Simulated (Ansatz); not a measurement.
Relaxation of BFH$_{5}$NOS (10 atoms, charge 0, multiplicity 1), to a largest force component of 0.03 eV/Å in at most 50 steps.

All numbers below come from RHF/6-31G* (Ansatz 0.2.0).

```xyz
10
Properties=species:S:1:pos:R:3
B -0.015 -0.219 -0.083
O -0.143 -0.637 1.230
H -1.050 -0.681 1.500
N 1.216 -0.276 -0.736
H 2.046 -0.580 -0.284
H 1.350 0.102 -1.646
F -1.104 0.199 -0.725
S 0.026 2.498 1.416
H 0.933 3.275 1.996
H 0.435 1.348 2.028
```

Q: Where does it end, and by what steps?

A: The run converged. The force dipped under the threshold on the way, but the program's further checks kept it going. After 43 steps the energy has fallen by 0.288 eV; F7 moved furthest, 2.03 Å.

```csv
step,energy less start (eV),largest force component (eV/Å),accepted
0,0.0000,1.165,yes
2,-0.1862,0.398,yes
4,-0.1986,0.680,yes
6,-0.2224,0.129,yes
8,-0.2254,0.199,yes
10,-0.2299,0.327,yes
12,-0.2388,0.134,yes
14,-0.2376,0.295,no
16,-0.2436,0.111,yes
18,-0.2465,0.086,yes
20,-0.2501,0.283,yes
22,-0.2590,0.049,yes
24,-0.2593,0.011,yes
26,-0.2506,0.557,no
28,-0.2663,0.029,yes
30,-0.2702,0.089,yes
32,-0.2616,0.496,no
34,-0.2751,0.235,yes
36,-0.2805,0.113,yes
38,-0.2844,0.111,yes
40,-0.2866,0.049,yes
42,-0.2874,0.036,yes
43,-0.2876,0.029,yes
```

```xyz
10
Properties=species:S:1:pos:R:3
B -0.087 -0.643 -0.209
O -0.744 -0.101 0.855
H -1.509 -0.602 1.101
N 1.066 -0.055 -0.730
H 1.452 0.787 -0.366
H 1.548 -0.435 -1.512
F -0.569 -1.764 -0.752
S 0.894 3.081 1.732
H 1.575 2.716 2.811
H 0.068 2.045 1.765
```

Whether the end is a true minimum wasn't checked by a vibrational analysis.

Time of the run: 75 s on 1 thread of Intel(R) Xeon(R) Platinum 8488C (Sapphire Rapids), on a shared host, peak memory 0.18 GiB.
